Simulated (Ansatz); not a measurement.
Two members of one family (Series GeCl3X), computed with Ansatz in the gas phase. The two geometries come from different levels. Binding counts from free atoms in the multiplicity of their measured ground term, without zero-point energy. A dash marks a value that wasn't run or was left out as unsound. The structures are stationary points that may keep the symmetry of their start. Remarks come from the PBE and PBE0 runs and from stability tests at other levels; not every state was tested. HOMO above LUMO (over both spins in singlets and doublets, within one spin in higher multiplets; at PBE or PBE0), or a gap under 0.15 eV within one spin, warns that the state may not be the lowest or that an electron is smeared out.

First: GeCl3(OiPr) (singlet, charge 0, r2SCAN-D4/def2-SVP geometry).

Cartesian coordinates in Å:
```
Ge -1.058 0.320 -1.977
Cl -0.411 0.123 -3.994
Cl -2.843 -0.835 -1.712
Cl -1.518 2.368 -1.531
O 0.248 -0.249 -0.969
C 0.453 0.200 0.393
C 1.804 -0.351 0.807
C -0.682 -0.264 1.290
H 0.491 1.306 0.391
H 1.785 -1.452 0.798
H 2.061 -0.010 1.822
H 2.587 -0.011 0.112
H -1.643 0.184 0.990
H -0.783 -1.360 1.246
H -0.490 0.029 2.334
```

```
              level  HOMO (eV)  LUMO (eV)  gap (eV)  vertical IE (eV)  vertical triplet (eV)  binding per atom (eV)
    PBE-D4/def2-SVP      -7.00      -2.45      4.55                 –                      –                   3.96
   PBE-D4/def2-TZVP      -7.15      -2.69      4.46              9.92                      –                   3.92
r2SCAN-D4/def2-TZVP      -7.51      -2.46      5.04                 –                   5.27                   3.87
   PBE0-D4/def2-SVP      -8.64      -1.50      7.14                 –                      –                   3.89
  PBE0-D4/def2-TZVP      -8.71      -1.70      7.00             10.48                   5.63                   3.86
```

Remarks: gap within one spin near zero at PBE or PBE0 (+1 doublet), gap within one spin near zero at PBE or PBE0 (triplet), HOMO above LUMO (triplet).

Second: Ge(NMeEt)Cl3 (singlet, charge 0, PBE-D4/def2-SVP geometry).

```xyz
16

Ge    1.054    1.577   -0.458
N     0.337    0.236    0.546
C     1.168   -0.918    0.862
C    -1.108    0.007    0.471
C    -1.581   -0.893   -0.676
H     0.824   -1.363    1.822
H     1.149   -1.719    0.088
H     2.220   -0.601    1.001
H    -1.420   -0.429    1.449
H    -1.607    0.996    0.406
H    -2.684   -1.004   -0.650
H    -1.302   -0.465   -1.660
H    -1.144   -1.910   -0.613
Cl    1.227    1.164   -2.594
Cl    3.050    1.988    0.256
Cl   -0.184    3.334   -0.251
```

**Question.** Estimate the same table for the second.

**Answer.** 
```json
{"level": "PBE-D4/def2-SVP", "HOMO (eV)": "-5.67", "LUMO (eV)": "-2.35", "gap (eV)": "3.32", "vertical IE (eV)": "–", "vertical triplet (eV)": "–", "binding per atom (eV)": "3.87"}
{"level": "PBE-D4/def2-TZVP", "HOMO (eV)": "-5.82", "LUMO (eV)": "-2.62", "gap (eV)": "3.21", "vertical IE (eV)": "8.67", "vertical triplet (eV)": "3.91", "binding per atom (eV)": "3.83"}
{"level": "r2SCAN-D4/def2-TZVP", "HOMO (eV)": "-6.09", "LUMO (eV)": "-2.40", "gap (eV)": "3.69", "vertical IE (eV)": "–", "vertical triplet (eV)": "4.02", "binding per atom (eV)": "3.76"}
{"level": "PBE0-D4/def2-SVP", "HOMO (eV)": "-7.07", "LUMO (eV)": "-1.41", "gap (eV)": "5.66", "vertical IE (eV)": "–", "vertical triplet (eV)": "–", "binding per atom (eV)": "3.80"}
{"level": "PBE0-D4/def2-TZVP", "HOMO (eV)": "-7.16", "LUMO (eV)": "-1.64", "gap (eV)": "5.51", "vertical IE (eV)": "8.83", "vertical triplet (eV)": "4.20", "binding per atom (eV)": "3.77"}
```
